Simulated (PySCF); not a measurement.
# `CCCc1ccncc1`, C8H11N

Molfile (atoms numbered from 1):
```
C8H11N
     RDKit          3D

 20 20  0  0  0  0  0  0  0  0999 V2000
   -3.1765   -0.2666   -0.1072 C   0  0  0  0  0  0  0  0  0  0  0  0
   -1.7014   -0.3742   -0.4553 C   0  0  0  0  0  0  0  0  0  0  0  0
   -0.7934    0.3021    0.5745 C   0  0  0  0  0  0  0  0  0  0  0  0
    0.6610    0.1888    0.2205 C   0  0  0  0  0  0  0  0  0  0  0  0
    1.2954    1.1385   -0.5858 C   0  0  0  0  0  0  0  0  0  0  0  0
    2.6349    0.9607   -0.9268 C   0  0  0  0  0  0  0  0  0  0  0  0
    3.3665   -0.0766   -0.5281 N   0  0  0  0  0  0  0  0  0  0  0  0
    2.7670   -0.9831    0.2394 C   0  0  0  0  0  0  0  0  0  0  0  0
    1.4338   -0.8993    0.6367 C   0  0  0  0  0  0  0  0  0  0  0  0
   -3.4972    0.7855   -0.0426 H   0  0  0  0  0  0  0  0  0  0  0  0
   -3.3940   -0.7368    0.8653 H   0  0  0  0  0  0  0  0  0  0  0  0
   -3.8053   -0.7602   -0.8633 H   0  0  0  0  0  0  0  0  0  0  0  0
   -1.5118    0.0728   -1.4461 H   0  0  0  0  0  0  0  0  0  0  0  0
   -1.4095   -1.4343   -0.5464 H   0  0  0  0  0  0  0  0  0  0  0  0
   -0.9685   -0.1494    1.5652 H   0  0  0  0  0  0  0  0  0  0  0  0
   -1.0708    1.3661    0.6600 H   0  0  0  0  0  0  0  0  0  0  0  0
    0.7505    2.0165   -0.9434 H   0  0  0  0  0  0  0  0  0  0  0  0
    3.1419    1.7021   -1.5559 H   0  0  0  0  0  0  0  0  0  0  0  0
    3.3819   -1.8310    0.5641 H   0  0  0  0  0  0  0  0  0  0  0  0
    1.0013   -1.6767    1.2724 H   0  0  0  0  0  0  0  0  0  0  0  0
  1  2  1  0
  2  3  1  0
  3  4  1  0
  4  5  2  0
  5  6  1  0
  6  7  2  0
  7  8  1  0
  8  9  2  0
  9  4  1  0
  1 10  1  0
  1 11  1  0
  1 12  1  0
  2 13  1  0
  2 14  1  0
  3 15  1  0
  3 16  1  0
  5 17  1  0
  6 18  1  0
  8 19  1  0
  9 20  1  0
M  END
```

The calculation used quadratic response CAM-B3LYP/aug-cc-pVDZ first hyperpolarisability, Taylor convention, gas phase in PySCF. Geometry: PBE0-D3(BJ)/def2-SVP.

Task: Give the tensor of the static β(0;0,0) in the axes of these coordinates.

Result: In au, Taylor convention; rows are the first index (the induced dipole):
|  | xx | yy | zz | xy | xz | yz |
| --- | --- | --- | --- | --- | --- | --- |
| x | -116.3 | +20.8 | +14.0 | -5.0 | +9.8 | -2.9 |
| y | -5.0 | -23.9 | +11.4 | +20.8 | -2.9 | -7.2 |
| z | +9.8 | -7.2 | -22.7 | -2.9 | +14.0 | +11.4 |

Norm of βᵢ = ⅓ Σⱼ (βᵢⱼⱼ + βⱼᵢⱼ + βⱼⱼᵢ): 85.8 au, hyper-Rayleigh value 47.1 au.
